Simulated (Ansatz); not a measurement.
## Nudged elastic band run: ClFGaH3

The input (input.yaml):

```yaml
crystal:
  periodic: [false, false, false]
  atoms:
    - { symbol: Ga, position_ang: [0.208336, 0.193564, 0.23958] }
    - { symbol: H, position_ang: [0.139443, 1.123292, 1.486443] }
    - { symbol: H, position_ang: [1.322016, -0.083284, -0.812442] }
    - { symbol: Cl, position_ang: [-1.831198, -0.459513, -0.467154] }
    - { symbol: F, position_ang: [0.025323, -1.802497, 1.192033] }
    - { symbol: H, position_ang: [-0.837419, -1.859663, 0.77884] }
basis:
  gaussian: { orbitals: def2-SVP }
hamiltonian:
  xc: b3lyp
  dispersion: d4
neb:
  order_check: false
  images: 5
  f_tol: 0.03
  max_iterations: 60
  spring: 0.5
  final_atoms:
    - { symbol: Ga, position_ang: [0.01238768, -0.73242196, -0.375427] }
    - { symbol: H, position_ang: [-0.25841355, 0.50115106, 1.93381157] }
    - { symbol: H, position_ang: [1.2921467, 0.07219646, -0.70111742] }
    - { symbol: Cl, position_ang: [-1.96093007, -0.25615981, -1.0768059] }
    - { symbol: F, position_ang: [0.0967327, -2.23982061, 0.52288311] }
    - { symbol: H, position_ang: [-0.15542246, -0.23304614, 2.11395565] }
  initial_path:
    images:
      - { positions_ang: [[0.208336, 0.193564, 0.23958], [0.139443, 1.123292, 1.486443], [1.322016, -0.083284, -0.812442], [-1.831198, -0.459513, -0.467154], [0.025323, -1.802497, 1.192033], [-0.837419, -1.859663, 0.77884]] }
      - { positions_ang: [[0.124546, 0.11138281, 0.13673759], [0.0896758, 0.82363595, 1.60117275], [1.31436873, -0.07892754, -0.83606446], [-1.88632606, -0.42364509, -0.68584637], [-0.03258319, -1.8137103, 1.07154859], [-0.58318028, -1.50683683, 1.12975191]] }
      - { positions_ang: [[0.040756, 0.02920162, 0.03389518], [0.0399086, 0.52397989, 1.7159025], [1.30672147, -0.07457108, -0.85968692], [-1.94145412, -0.38777718, -0.90453875], [-0.09048938, -1.8249236, 0.95106417], [-0.32894156, -1.15401065, 1.48066381]] }
      - { positions_ang: [[-0.04303399, -0.05297957, -0.06894723], [-0.0098586, 0.22432384, 1.83063225], [1.2990742, -0.07021462, -0.88330938], [-1.99658219, -0.35190927, -1.12323112], [-0.14839557, -1.8361369, 0.83057976], [-0.07470285, -0.80118448, 1.83157572]] }
      - { positions_ang: [[-0.0245601, -0.27946037, -0.17110715], [-0.09271025, 0.31659958, 1.86502536], [1.29676504, -0.02274426, -0.82257872], [-1.98469815, -0.31999278, -1.10775605], [-0.06668615, -1.97069814, 0.72801421], [-0.10160938, -0.61180503, 1.92570236]] }
      - { positions_ang: [[-0.00608621, -0.50594116, -0.27326708], [-0.1755619, 0.40887532, 1.89941846], [1.29445587, 0.0247261, -0.76184807], [-1.97281411, -0.2880763, -1.09228098], [0.01502327, -2.10525938, 0.62544866], [-0.12851592, -0.42242558, 2.01982901]] }
      - { positions_ang: [[0.01238768, -0.73242196, -0.375427], [-0.25841355, 0.50115106, 1.93381157], [1.2921467, 0.07219646, -0.70111742], [-1.96093007, -0.25615981, -1.0768059], [0.0967327, -2.23982061, 0.52288311], [-0.15542246, -0.23304614, 2.11395565]] }
```

Command:

```bash
$ ansatz run input.yaml --threads 1 --pin off --max-ram 2048MiB --backend cpu --events-out ev --progress --plain --runs-dir out
```

Output, in part (warnings, iteration lines, the closing report on the highest movable image, with atoms numbered from 0):

```
NEB end point (image 0): max|allowed force component| = 9.598e-3 eV/Å (the criterion of neb.relax_end_points is 1.000e-2)
NEB end point (image 6): max|allowed force component| = 1.595e-2 eV/Å (the criterion of neb.relax_end_points is 1.000e-2)
NEB iter   1: max|band force component| = 5.087e1 eV/Å  barrier→ = 6.4791 eV  barrier← = 6.7521 eV  Δτ_max = 0.2000 Å  (169 SCF iters)
NEB iter   2: max|band force component| = 1.491e0 eV/Å  barrier→ = 0.9018 eV  barrier← = 1.1749 eV  Δτ_max = 0.2000 Å  (143 SCF iters)
NEB iter   3: max|band force component| = 1.457e0 eV/Å  barrier→ = 0.8349 eV  barrier← = 1.1079 eV  Δτ_max = 0.1961 Å  (139 SCF iters)
NEB iter   4: max|band force component| = 1.157e1 eV/Å  barrier→ = 1.5492 eV  barrier← = 1.8222 eV  Δτ_max = 0.0999 Å  (139 SCF iters)
NEB iter   5: max|band force component| = 6.225e0 eV/Å  barrier→ = 0.8619 eV  barrier← = 1.1350 eV  Δτ_max = 0.1911 Å  (132 SCF iters)
NEB iter   6: max|band force component| = 2.015e0 eV/Å  barrier→ = 0.7534 eV  barrier← = 1.0264 eV  Δτ_max = 0.1850 Å  (138 SCF iters)
NEB iter   7: max|band force component| = 6.363e-1 eV/Å  barrier→ = 0.7320 eV  barrier← = 1.0050 eV  Δτ_max = 0.1414 Å  (132 SCF iters)
NEB iter   8: max|band force component| = 8.016e-1 eV/Å  barrier→ = 0.6981 eV  barrier← = 0.9711 eV  CI = image 4  Δτ_max = 0.0896 Å  (129 SCF iters)
NEB iter   9: max|band force component| = 5.602e-1 eV/Å  barrier→ = 0.7804 eV  barrier← = 1.0534 eV  CI = image 4  Δτ_max = 0.1109 Å  (128 SCF iters)
NEB iter  10: max|band force component| = 2.600e-1 eV/Å  barrier→ = 0.7367 eV  barrier← = 1.0098 eV  CI = image 4  Δτ_max = 0.0243 Å  (125 SCF iters)
NEB iter  11: max|band force component| = 1.305e-1 eV/Å  barrier→ = 0.7310 eV  barrier← = 1.0040 eV  CI = image 4  Δτ_max = 0.0080 Å  (116 SCF iters)
NEB iter  12: max|band force component| = 6.747e-2 eV/Å  barrier→ = 0.7306 eV  barrier← = 1.0036 eV  CI = image 4  Δτ_max = 0.0036 Å  (104 SCF iters)
NEB iter  13: max|band force component| = 1.770e-2 eV/Å  barrier→ = 0.7303 eV  barrier← = 1.0034 eV  CI = image 4  Δτ_max = 0.0000 Å  (219 SCF iters)
Total energy: -67656.33511093 eV, -2486.3244562155 hartree
Atom 0 at    -0.043673    -0.267609    -0.105964 Å, force    -0.017535    -0.000773     0.008937 eV/Å
Atom 1 at    -0.166163     0.201547     1.605015 Å, force    -0.000064    -0.000161    -0.005817 eV/Å
Atom 2 at     1.306536     0.019611    -0.804627 Å, force     0.000990     0.001558    -0.001157 eV/Å
Atom 3 at    -1.988368    -0.147512    -1.019481 Å, force     0.015659     0.000434     0.007168 eV/Å
Atom 4 at     0.015638    -1.861178     1.078542 Å, force     0.001560    -0.011879    -0.000352 eV/Å
Atom 5 at    -0.097470    -0.832960     1.663814 Å, force    -0.000610     0.010821    -0.008779 eV/Å
Dipole moment:     0.288444     0.197845     0.108084 e Å
```

It converged. Another band between the same ends (5 images) ends at a top of the same energy, where a vibrational analysis finds 1 clearly imaginary mode. The orbitals stay closed-shell, which can raise the energy where a bond breaks towards radicals; this wasn't checked here.

Final band (atoms are numbered from 1 in the order of the input):

```tsv
image	path coordinate (Å)	energy (kJ/mol)	Ga1–H2 (Å)	F5–H6 (Å)	H2–H6 (Å)
0	0.00	0.0	1.56	0.96	3.22
1	0.69	13.4	1.56	0.94	3.06
2	1.38	20.7	1.57	0.93	2.68
3	2.07	27.2	1.59	0.94	1.85
4	2.76	70.5	1.78	1.19	1.04
5	3.39	-8.5	2.19	1.86	0.78
6	4.02	-26.3	2.63	2.57	0.76
```

Run time: 3.4 min on 1 thread of Arm Neoverse V1, with other jobs on the host, peak memory 0.16 GiB.
